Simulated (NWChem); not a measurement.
# Correlation energy of C$_{2}$H$_{2}$Cl

```xyz
5

C      1.6920    -0.3352     0.0000
C      0.4360    -0.7015     0.0000
Cl    -0.8935     0.4359     0.0000
H      2.3171     0.5543     0.0000
H      0.1032    -1.7442     0.0000
```
Charge 0, spin multiplicity 2.

The numbers come from NWChem runs, not from measurements. The geometry was optimised at UPBE0/def2-SVP, a minimum by its harmonic frequencies.

Basis set: 3-21G. Each correlation energy counts from its own Hartree-Fock reference.

The correlated methods keep 7 core orbitals frozen. The structure started from a generated list of species. The unpaired electrons of the parent sit in orbitals of symmetry a' (Cs labels of the run); other states weren't searched. The stability of the SCF solutions was not checked. Open-shell Hartree-Fock references start from PBE0 orbitals. No row is a measurement; the coupled-cluster row has its own basis-set and correlation limits.

```
method           correlation energy (mHa)             remark
---------------  ------------------------  -----------------
UMP2                               -188.2  spin-contaminated
SCS-UMP2                           -186.8  spin-contaminated
CCSD on UHF                             ?  spin-contaminated
CCSD[T] on UHF                          ?  spin-contaminated
CCSD(T) on UHF                          ?  spin-contaminated
CCSD on ROHF                       -236.9                  -
CCSD[T] on ROHF                    -244.7                  -
CCSD(T) on ROHF                    -244.0                  -
CCSDT on ROHF                      -244.4                  -
```

Question: Fill in the missing entries.

Answer: 
- CCSD on UHF, correlation energy (mHa): -226.5
- CCSD[T] on UHF, correlation energy (mHa): -233.9
- CCSD(T) on UHF, correlation energy (mHa): -233.1
